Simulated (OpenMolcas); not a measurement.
## Cr2+, Mo2+, W2+: d⁴ down the group

```json
{"Program": "OpenMolcas 26.06", "Method": "CASSCF", "Basis": "ANO-RCC-VTZP", "Scalar Hamiltonian": "DKH2, point nucleus", "Spin-orbit coupling": "RASSI with atomic mean-field integrals over the reference wave functions, term energies averaged over their components"}
```

Active space for each ion: 4 electrons in 10 orbitals (d d).

Computed levels in cm-1 above ⁵D₀:

```tsv
Level	Cr2+	Mo2+	W2+
⁵D₁	66.3	220	1635
⁵D₂	197	627	3575
⁵D₃	388	1178	5507
⁵D₄	636	1844	7345
³H₄	19164	15357	15887
³H₅	19311	15876	18937
³H₆	19479	16382	20565
³P₀(1)	20674	15686	14599
³P₁(1)	21061	16927	19370
weight of ⁵D in the lowest level (%)	100	99	84
```

Mixed levels, with the weight of the term that names them: W2+ ³H₄ (66 %), W2+ ³P₀(1) (73 %).

Measured, with the error of the calculation in %. Measured levels: Cr2+ from Sugar and Corliss, J. Phys. Chem. Ref. Data 6, 317 (1977); Mo2+ from Sugar and Musgrove, J. Phys. Chem. Ref. Data 17, 155 (1988); W2+ from NIST levels as listed in McCann et al., Mon. Not. R. Astron. Soc. 538, 537 (2025).

| Level | Cr2+ | Mo2+ | W2+ |
| --- | --- | --- | --- |
| ⁵D₁ | 62.2 (+6.6) | 242 (-9.0) | 2256 (-27.5) |
| ⁵D₂ | 183 (+7.5) | 668 (-6.2) | 4461 (-19.9) |
| ⁵D₃ | 357 (+8.9) | 1224 (-3.7) | 6278 (-12.3) |
| ⁵D₄ | 576 (+10.4) | 1872 (-1.5) | 7687 (-4.4) |
| ³H₄ | 17274 (+10.9) | 12680 (+21.1) | 13701 (+16.0) |
| ³H₅ | 17397 (+11.0) | 13276 (+19.6) |  |
| ³H₆ | 17531 (+11.1) | 13811 (+18.6) |  |
| ³P₀(1) | 16771 (+23.3) | 11149 (+40.7) | 9904 (+47.4) |
| ³P₁(1) | 17169 (+22.7) | 12510 (+35.3) |  |

The fine-structure level ⁵D₄ changes by a factor of 11.5 from Cr2+ to W2+.

Without spin-orbit coupling ³H lies 18961, 14873, 14203 cm-1 above ⁵D in that order; the difference to the level ³H₄, of either sign, comes from spin-orbit coupling, which also lowers the zero.

Without dynamic correlation excited terms often stand tens of per cent too high (terms of higher spin than the ground term too low), and those without a measured partner can miss by more than the paired ones. Active for correlation alone: 4d; no level in the range computed is led by a configuration that fills it, so any true level of that kind is missing (holds for Cr2+). Active for correlation alone: 5d; no level in the range computed is led by a configuration that fills it, so any true level of that kind is missing (holds for Mo2+). Active for correlation alone: 6d; no level in the range computed is led by a configuration that fills it, so any true level of that kind is missing (holds for W2+). Computed and measured levels are paired by configuration, term and J; levels that our copy of the source lacks, or whose pairing is in doubt (as where it misses far off the trend of its configuration), stay unpaired and out of the deviations. Levels of configurations outside the active space are missing.

A number in round brackets counts repeated terms of one configuration in the order of the reference energies.
